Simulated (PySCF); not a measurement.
Mo(S)2(SH)2 (H₂MoS₄), SMILES [S]=[Mo](=[S])([SH])[SH], multiplicity 1.

Geometry optimised at B3LYP-D3(BJ)/def2-SVP. The spin state was assumed, not searched. The structure was generated by enumeration; whether it is a known compound was not checked. The def2 effective core potentials stand for the cores of Mo; spin–orbit coupling is left out. One conformer was computed; it need not be the lowest.

These are PBE/def2-TZVP in PySCF values and carry that method's errors.

Symmetry labels are those of the subgroup C2 that the program uses (full group C2).

Question: List the valence orbital energies around the gap with their symmetry. (An estimate is asked for; the answer gives what the named calculation found.)

Answer: 
| orbital | symmetry | energy (eV) |
|---|---|---|
| HOMO−7 | A | -8.62 |
| HOMO−6 | B | -8.60 |
| HOMO−5 | A | -8.47 |
| HOMO−4 | A | -7.88 |
| HOMO−3 | B | -7.54 |
| HOMO−2 | A | -7.33 |
| HOMO−1 | B | -6.65 |
| HOMO | B | -6.46 |
| LUMO | A | -4.25 |
| LUMO+1 | A | -4.04 |
| LUMO+2 | B | -3.21 |
| LUMO+3 | B | -2.86 |
